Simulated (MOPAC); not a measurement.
Diatomic BaBr, multiplicity 2 (the spin of the measured ground state). No spin–orbit coupling. Br is treated without relativity.

Seven points along R, fitted to fifth degree in 1/R; most abundant isotopes. Runs in def2 and cc sets follow the lowest solution found near the PBE0 minimum.

The state that PM6 reach isn't checked.

Codes used: MOPAC for PM6 (differences of heats of formation). 

Energies at PM6:

```csv
R (Å),E (hartree)
2.648931,-0.02485701
2.720139,-0.02930926
2.785650,-0.03231728
2.859706,-0.03453277
2.933762,-0.03557178
3.019212,-0.03542979
3.118902,-0.03364620
```

Q: With a reduced mass of 50.1940 u, find the minimum, the force constant and the constants.

A: A fifth-degree polynomial in 1/R puts the minimum at r_e = 2.9673 Å with force constant 82.7 N/m. Then ω_e = (1/2πc)√(k/μ) = 167 cm⁻¹ and B_e = h/(8π²cμr_e²) = 0.03814 cm⁻¹; the cubic and quartic terms give α_e = 1.5e-5 and ω_e x_e = 0.17 cm⁻¹.
